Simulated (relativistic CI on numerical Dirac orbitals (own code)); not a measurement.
**Radial parameters of W XV**

Calculated at this level of theory: Dirac-Coulomb-Breit CI, separate exchange-only KLI orbitals for each configuration, model QED, unscaled Slater integrals (own radial code, finite nucleus).

Slater integrals F^k, G^k are unscaled and averaged over j, outside the closed core [Kr]; ζ comes from projecting the Hamiltonian with its Breit term on Σ l·s of the shell.

- 4d¹⁰4f¹²5s²: F^2(4f,4f) = 184470, F^4(4f,4f) = 117800, F^6(4f,4f) = 85358, ζ(4f) = 5206.8 cm⁻¹; <r>(4f) = 0.5424, <r^2>(4f) = 0.3506 (bohr units).
- 4d¹⁰4f¹³5s: ζ(4f) = 5036.3, G^3(4f,5s) = 36042 cm⁻¹; <r>(4f) = 0.5501, <r^2>(4f) = 0.3613, <r>(5s) = 0.9519, <r^2>(5s) = 1.008 (bohr units).
- 4d¹⁰4f¹²5s5p: F^2(4f,4f) = 184800, F^4(4f,4f) = 118030, F^6(4f,4f) = 85533, ζ(4f) = 5247.2, G^3(4f,5s) = 35303, F^2(4f,5p) = 78710, G^2(4f,5p) = 30102, G^4(4f,5p) = 26124, G^1(5s,5p) = 134730, ζ(5p) = 81657 cm⁻¹; <r>(4f) = 0.5416, <r^2>(4f) = 0.3494, <r>(5s) = 0.947, <r^2>(5s) = 0.9982, <r>(5p) = 1.031, <r^2>(5p) = 1.186 (bohr units).

Averages of the first 10 configurations, taken without configuration mixing, which lowers the lowest level and can move excited configurations by several eV; other configurations of the list can lie among them:

| Configuration | Parity | States | Average energy above the lowest level (eV) |
| --- | --- | --- | --- |
| 4d¹⁰4f¹²5s² | even | 91 | 5.2 |
| 4d¹⁰4f¹⁴ | even | 1 | 39.7 |
| 4d¹⁰4f¹³5s | odd | 28 | 19.5 |
| 4d¹⁰4f¹²5s5p | odd | 1092 | 46.9 |
| 4d¹⁰4f¹¹5s²5p | even | 2184 | 36.7 |
| 4d¹⁰4f¹¹5s5p² | odd | 10920 | 80.9 |
| 4d¹⁰4f¹²5s5d | even | 1820 | 108.4 |
| 4d¹⁰4f¹³5d | odd | 140 | 122.6 |
| 4d¹⁰4f¹³6s | odd | 28 | 166.2 |
| 4d⁹4f¹³5s² | odd | 140 | 227.8 |
